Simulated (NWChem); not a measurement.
## Basis-set convergence for HClSn

```xyz
3

Sn    -0.4221     0.4225     0.0000
H      0.8175     1.7112     0.0000
Cl     1.1933    -1.3434     0.0000
```
Charge 0, spin multiplicity 1.

Program: NWChem. The geometry was optimised at PBE0/def2-SVP with def2 effective core potentials on Sn, a minimum by its harmonic frequencies.

Quantity: vertical ionisation energy at the level ΔMP2 (Δ: difference of total energies, the cation a doublet at the parent's geometry with its hole in an orbital of symmetry a' (Cs labels); it is the state that the SCF runs reached, from PBE0 orbitals for Hartree-Fock references, and need not be the lowest).

Effective core potentials replace the inner electrons of Sn; spin-orbit coupling is left out. The correlated methods keep 9 core orbitals frozen. The structure started from a generated list of species. No SCF solution was tested for a lower state. Open-shell Hartree-Fock references start from PBE0 orbitals; any time given for them includes that run.

Relative cost: rough, from shared machines, SCF included, def2-SVP = 1.

| basis | functions | vertical ionisation energy (eV) | relative cost |
|---|---|---|---|
| def2-SVP | 49 | … | 1 |
| def2-SVPD | 67 | 9.15 | under 3 |
| def2-TZVP | 93 | … | 4 |
| def2-TZVPP | 106 | 9.41 | 4 |
| def2-TZVPD | 111 | 9.40 | 5 |
| def2-QZVP | 182 | … | 50 |

Question: Some entries are withheld; supply them.

Answer: 
- def2-SVP, vertical ionisation energy (eV): 8.98
- def2-TZVP, vertical ionisation energy (eV): 9.37
- def2-QZVP, vertical ionisation energy (eV): 9.52
